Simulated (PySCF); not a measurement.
Simulation results for C2H8GeSi

All values are calculated (PySCF 2.14.0). Calculation on a computer-drawn molecule: the log of a Hartree-Fock and frozen-core CCSD(T) single point meant for a local Hartree-Fock minimum, with one planted fault or none, to be diagnosed. Offsets are logged minus clean, where the clean run is the same molecule without the fault. The reference is restricted for singlets and unrestricted otherwise, and also for a bond in bohr or an excited solution. Adding or removing an electron swaps singlet and doublet. The excited solution moves the top pair (singlet) or top alpha electron (doublet) to the lowest empty orbital. Highest occupied and lowest empty are orbital energies over both spins, largest force is the largest gradient component, triples share is (T) over the correlation energy, the T1 limit is 0.02 restricted and 0.045 unrestricted, electrons count all cores, a negative frequency is imaginary (commonest isotopes), and the dipole is about the centre of nuclear charge; on germanium a core potential holds 10 electrons, which the energies leave out, and 3d is frozen in MP2 and coupled-cluster steps.

```xyz
12
formula=C2H8GeSi meant_charge=0 meant_multiplicity=1 meant_basis=cc-pV(D+d)Z meant_basis_and_core_potential_on_germanium=cc-pVDZ-PP_ECP10MDF logged_electrons=66 logged_basis_functions=114 logged_SCF_converged=yes logged_spin_squared=0 logged_highest_occupied=-3.0275 logged_lowest_empty=-2.7536 logged_largest_force=0.18015 logged_CC_converged=no logged_dipole_magnitude=4.9622 logged_SCF_stable_within_its_kind=no logged_energy_HF=-662.26456 possible_faults=no_fault,one_electron_removed,one_electron_added,multiplicity_raised_by_two,geometry_at_a_saddle_point,SCF_held_on_an_excited_solution,minimal_basis_STO-3G,one_bond_length_entered_in_bohr,all_coordinates_scaled planted_fault=SCF_held_on_an_excited_solution HF_energy_offset_from_clean_run=245.7
C     -2.7051    -0.3282    -0.1717
Si    -1.4278     0.5073    -1.2478
C     -0.1075     1.4394    -0.7382
Ge     0.4309     1.8866     1.0621
H     -2.5143    -0.1519     0.8872
H     -2.7031    -1.4064    -0.3538
H     -3.7039     0.0444    -0.4152
H     -1.6729     0.2773    -2.6857
H      0.5268     1.8436    -1.5246
H     -0.5347     1.2638     2.0824
H      0.4401     3.4078     1.2830
H      1.8455     1.3695     1.3689
```

Units: logged_highest_occupied, logged_lowest_empty in eV; logged_largest_force in hartree/bohr; logged_dipole_magnitude in debye; logged_energy_HF in hartree; HF_energy_offset_from_clean_run in kcal/mol.

Drawn bonds:
```csv
atom,other atom,order
1,2,1
2,3,2
3,4,1
1,5,1
1,6,1
1,7,1
2,8,1
3,9,1
4,10,1
4,11,1
4,12,1
```

Notes: CCSD not converged.
